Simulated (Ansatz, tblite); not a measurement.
Forces on Si2O3 at its PBE-D4/def2-SVP geometry. Charge 0, multiplicity 1.

The xTB rows come from tblite. The structure holds 1 bond(s) between oxygen atoms. Another isomer (singlet) lies 0.65 eV lower at PBE0-D4/def2-TZVP; other spin states weren't run for this one.

GFN1-xTB (tblite), largest force 1.08 eV/Å:

```xyz
5
positions Å, forces eV/Å
Si    0.633   -0.931    1.044   -0.334    0.408   -0.480
Si    0.205    1.210   -0.923   -0.140   -0.564    0.413
O    -1.150    0.196   -0.649    0.796   -0.363    0.639
O    -0.933   -0.890    0.348    0.561    0.814   -0.443
O     1.244    0.414    0.180   -0.883   -0.295   -0.129
```

GFN2-xTB (tblite), largest force 2.17 eV/Å:

```
Si -1.082 1.194 -1.452
Si -0.500 -1.719 1.226
O 1.666 0.077 0.638
O 1.487 0.971 -0.183
O -1.570 -0.524 -0.229
```

PBE-D4/def2-TZVP (Ansatz), largest force 0.88 eV/Å:

```
Si -0.354 0.541 -0.599
Si -0.108 -0.693 0.534
O 0.334 0.503 -0.279
O 0.481 -0.232 0.397
O -0.353 -0.119 -0.052
```
